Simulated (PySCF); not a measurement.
Si(Cl)3(SiH3) (Cl₃H₃Si₂), SMILES [SiH3][Si](Cl)(Cl)Cl. Heavy atoms are numbered as in [SiH3:1][Si:2]([Cl:3])([Cl:4])[Cl:5]. Hydrogens are named by the atom that carries them.

Geometry optimised at B3LYP-D3(BJ)/def2-SVP.

Calculation: KT2/pcSseg-1 (PySCF).

GIAO shieldings, no solvent; atoms alike by connectivity are averaged. δ = σ(ref) − σ: ²⁹Si against TMS (σ = 361.9 ppm); ³⁵Cl against HCl (σ = 945.4 ppm); ¹H against TMS (σ = 31.47 ppm), references at their B3LYP-D3(BJ)/def2-TZVP geometries, non-relativistic (without spin–orbit terms, shifts of atoms bonded to Cl or Br come out too high).

Computed chemical shifts:
| nucleus | atoms | count | δ (ppm) |
|---|---|---|---|
| ²⁹Si | Si2 | 1 | 49.0 |
| ²⁹Si | Si1 (SiH3) | 1 | -91.3 |
| ³⁵Cl | Cl3 | 3 | 212.5 |
| ¹H | H on Si1 | 3 | 4.00 |
